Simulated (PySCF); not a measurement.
Vertical excitations of a molecule C3H8OSi from PySCF with TDDFT-PBE/def2-SVPD, as energy in eV (oscillator strength): 5.97 (0.005), 6.18 (0.005), 6.69 (0.021), 6.91 (0.030), 6.93 (0.005), 7.09 (0.035), 7.28 (0.014), 7.46 (0.007), 7.56 (0.019), 7.56 (0.071). Lowest triplet (TDA): 5.77 eV. Geometry optimised at PBE-D3(BJ)/def2-SVP. The values are those of a single conformer.

**Question.** Pick the molecule that these values belong to.
(A) C[SiH]1COC1
(B) [SiH3]OC1CC1
(C) O[SiH]1CCC1
(D) OC1C[SiH2]C1

**Answer.** C, O[SiH]1CCC1
